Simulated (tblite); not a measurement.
Question: What does the GFN2-xTB structure of `C=Cc1cpcc(SC)n1` look like in three dimensions?

Answer: 
```xyz
18
C7H8NPS angstrom
C      1.5492    1.9918   -0.6356
C      1.8723    0.7268   -0.8711
C      1.0287   -0.4113   -0.5072
C      1.4656   -1.6966   -0.8040
P      0.5856   -3.1472   -0.4396
C     -0.8018   -2.4430    0.3067
C     -0.9574   -1.0711    0.4652
S     -2.4421   -0.5232    1.2508
C     -2.1901    1.2697    1.2265
N     -0.1242   -0.1247    0.0955
H      2.1947    2.8057   -0.9177
H      0.6219    2.2411   -0.1501
H      2.8047    0.4758   -1.3593
H      2.4220   -1.8103   -1.2976
H     -1.5886   -3.0895    0.6699
H     -1.2904    1.5048    1.7860
H     -3.0640    1.7113    1.6941
H     -2.0948    1.5963    0.1959
```

Orientation and origin are arbitrary. Atoms count from 1 in this order. Of the pairs four or more bonds apart, N10···H12 is among the closest relative to their van der Waals radii: 2.49 Å, 91 % of the sum of Bondi's values. The 6-membered ring C3–C4–P5–C6–C7–N10 has internal angles of 99.1° to 127.4°; it is planar, 0.00 Å rms from its mean plane, widest ring torsion 0°. P5 (phosphorus bonded to 2 C) is bent (angle 99.1°). The 10 heavy atoms lie in one plane (0.000 Å rms).

Bonds between heavy atoms (Å): C1=C2 1.327, C2–C3 1.463, C3–C4 1.390, C4–P5 1.735, P5–C6 1.726, C6–C7 1.390, C7–S8 1.767, S8–C9 1.811, C7–N10 1.314, C3–N10 1.332.

Structure optimised with GFN2-xTB, isolated species.

Point group: Cs (every atom within 0.08 Å of its image). Its GFN2-xTB frequencies are all real (lowest 54 cm⁻¹). One conformer, not necessarily the lowest (C1–C2–C3–C4 180°, C6–C7–S8–C9 180°).

These are computed values.
